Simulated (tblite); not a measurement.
C₇H₁₂O.
Structure used (GFN2-xTB), in Å, numbered top down from 1:
```
atom  x, y, z in Å
C1    -2.203    0.918    1.018
C2    -1.248   -0.134    0.464
C3    -2.009   -1.201   -0.326
O4    -0.313    0.552   -0.365
C5     0.910   -0.083   -0.523
C6     2.040    0.751   -1.024
C7     3.138   -0.137   -0.534
C8     2.045    0.285    0.394
H9    -1.651    1.658    1.592
H10   -2.948    0.452    1.657
H11   -2.701    1.423    0.194
H12   -0.706   -0.614    1.295
H13   -2.516   -0.736   -1.168
H14   -2.745   -1.682    0.312
H15   -1.331   -1.961   -0.706
H16    0.836   -1.121   -0.858
H17    2.047    1.710   -1.493
H18    4.115    0.308   -0.395
H19    3.172   -1.168   -0.871
H20    2.061    0.792    1.334
```

Computed values, GFN2-xTB/tblite, gas phase, harmonic and unscaled. The method is semi-empirical: single wavenumbers can be off by several per cent or more. One conformer, not necessarily the lowest.

Harmonic wavenumbers (cm⁻¹): 27.3, 60.3, 142.7, 166.4, 208.3, 280.6, 316.0, 382.6, 432.7, 454.2, 570.2, 726.4, 829.8, 874.5, 889.1, 904.6, 935.7, 938.7, 950.3, 968.2, 982.0, 1022.0, 1057.3, 1094.4, 1097.3, 1125.8, 1132.7, 1139.1, 1160.8, 1181.1, 1276.5, 1314.1, 1319.8, 1341.8, 1392.1, 1399.5, 1405.4, 1474.3, 1487.1, 1489.7, 1498.2, 1499.8, 2847.3, 2885.7, 3005.7, 3036.7, 3042.3, 3044.5, 3046.7, 3048.1, 3051.5, 3067.6, 3178.2, 3196.7.

A = 5284, B = 1084, C = 1004 MHz; mass 112.089 u (most abundant isotopes); point group C1, symmetry number 1.

Question: What is the zero-point energy?

Answer: ½Σν̃ = 37700 cm⁻¹ = 450.99 kJ/mol.

Question: Entropy at 273.15 K, 1 bar (ideal gas, RRHO, classical rotation)?

Answer: Translation 165.89, rotation 117.80, vibration 99.42: S = 383.1 J/(mol K).

Question: And Cp and H(273.15 K) − H(0)?

Answer: Cp = 135.40 J/(mol K), of which vibrations give 102.14 (their classical limit is 54 R = 449.0); H(273.15 K) − H(0) = 22.86 kJ/mol without the zero-point energy, 13.78 from vibrations.

Question: How do the functions run with temperature in this model?

Answer: 
```json
{"T (K)": "150", "S (J/(mol K))": "318.2", "Cp (J/(mol K))": "88.3", "H − H(0) (kJ/mol)": "9.25", "G − H(0) (kJ/mol)": "-38.49", "ln q(vib)": "3.14"}
{"T (K)": "250", "S (J/(mol K))": "371.6", "Cp (J/(mol K))": "125.4", "H − H(0) (kJ/mol)": "19.85", "G − H(0) (kJ/mol)": "-73.05", "ln q(vib)": "5.38"}
{"T (K)": "298.15", "S (J/(mol K))": "395.5", "Cp (J/(mol K))": "146.6", "H − H(0) (kJ/mol)": "26.39", "G − H(0) (kJ/mol)": "-91.52", "ln q(vib)": "6.45"}
{"T (K)": "400", "S (J/(mol K))": "445.0", "Cp (J/(mol K))": "192.5", "H − H(0) (kJ/mol)": "43.67", "G − H(0) (kJ/mol)": "-134.32", "ln q(vib)": "8.74"}
{"T (K)": "600", "S (J/(mol K))": "537.8", "Cp (J/(mol K))": "265.7", "H − H(0) (kJ/mol)": "89.94", "G − H(0) (kJ/mol)": "-232.73", "ln q(vib)": "13.38"}
{"T (K)": "900", "S (J/(mol K))": "660.0", "Cp (J/(mol K))": "335.9", "H − H(0) (kJ/mol)": "181.08", "G − H(0) (kJ/mol)": "-412.93", "ln q(vib)": "20.29"}
```

q(vib) and H(0) count from the zero-point level.

Question: Blend soft modes into free rotors: weight 1/[1 + (100 cm⁻¹/ν̃)⁴] for the oscillator and the rest for a rotor with moment μB/(μ + B), μ = h/(8π²ν), B = 10⁻⁴⁴ kg m². What vibrational entropy results?

Answer: 88.21 J/(mol K) in place of 99.42, which changes −T·S at 273.15 K by +3.06 kJ/mol.

Question: What must be added to the electronic energy to get the Gibbs energy at 273.15 K and 1 bar?

Answer: ZPE + [H(273.15 K) − H(0)] − T·S = 450.99 + 22.86 − 104.65 = 369.20 kJ/mol.

Hindered rotation and anharmonicity are outside this model. Other conformers, if any are populated, would add a mixing term that is left out. The structure is chiral; the term R ln 2 for an equal mix with its mirror image is left out.

Hardware: an Arm Neoverse V1 with one thread, no GPU, on a shared host. This covers the Hessian and the dipole derivatives.
